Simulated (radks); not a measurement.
Question: The table gives one normalised radial function P(r) = r R(r) of Nb3+ in [Kr] 4d2 (r in bohr). Method: scalar-relativistic Kohn-Sham, LDA (Slater exchange, Perdew-Wang correlation), spin-unpolarised, spherical densities, finite nucleus; Fermi nuclear charge, rms radius 4.324 fm; computed with a radial shooting solver on a logarithmic mesh with Libxc functionals.

r              P
0.001406   0.0021
0.001831   0.0034
0.002403   0.0056
0.003154   0.0092
0.004107   0.0147
0.00539    0.0240
0.007019   0.0385
0.009213   0.0619
0.012      0.0973
0.01575    0.1525
0.02067    0.2337
0.02691    0.3434
0.03533    0.4897
0.046      0.6545
0.06038    0.8154
0.07925    0.9033
0.1032     0.8304
0.1355     0.5044
0.1764    -0.0730
0.2315    -0.8126
0.3039    -1.4260
0.3957    -1.6342
0.5194    -1.3802
0.6763    -0.8734
0.8877    -0.3894
1.156     -0.1209
1.517     -0.0222
1.991     -0.0022
2.593     -0.0001
3.404     0.0000
4.432     0.0000
5.818     0.0000

Which n and l does it have? It may be an empty orbital.

Answer: n = 3, l = 1: the number of nodes gives n - l - 1 = 1, the rise at small r (about r^(l+1), flatter next to the nucleus through relativity) gives l, and the extent must fit the shell. The curve is that of 3p. 3p: eigenvalue -377.91 eV, 1 radial node at r = 0.171 bohr, <r> = 0.446 bohr, 90 % of the charge inside 0.676 bohr.
